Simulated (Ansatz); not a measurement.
Ni₂O₂⁺, relaxed as a doublet with UKS r2SCAN-D4/def2-SVP in Ansatz, starting from the GFN2-xTB geometry. Force threshold 0.02 eV/Å.

The charge 1 doublet is spin-contaminated (final ⟨S²⟩ up to 1.73, 0.75 for a pure state). At r2SCAN-D4/def2-SVP a quartet of charge 1 lies 0.15 eV below the doublet, each at its own geometry. The structure comes from a short search, and lower isomers may exist.

Start:

| atom | x (Å) | y (Å) | z (Å) |
| --- | --- | --- | --- |
| Ni1 | -0.1201 | -1.3431 | 1.0504 |
| Ni2 | 0.1201 | 1.3434 | -1.0498 |
| O3 | 0.0900 | 0.4255 | 0.5544 |
| O4 | -0.0900 | -0.4259 | -0.5551 |

Problem. Estimate the energy that the relaxation releases and the steps that it takes.

Solution. 212.0 kJ/mol, in 13 steps; 3.7 min on 4 threads of Arm Neoverse V1 on a shared host. No frequencies were taken in this run, so the end may be a saddle point.

Problem. Does the start keep its bonding and symmetry?

Solution. Bonds lost: O3–O4 (atoms count from 1). Metal–metal contacts that move far: Ni1–Ni2 3.42 to 2.53 Å. Point group D2h at the start, Cs at the end, both within 0.05 Å.

Problem. Predict the relaxed structure.

Solution. 
```
atom   x (Å)   y (Å)   z (Å)
 Ni1  -0.088  -0.966   0.735
 Ni2   0.097   1.057  -0.781
  O3   0.156   0.719   0.977
  O4  -0.164  -0.810  -0.931
```
Bond lengths (bridged metal pairs left out): 4 × Ni–O 1.67 to 1.89 Å.
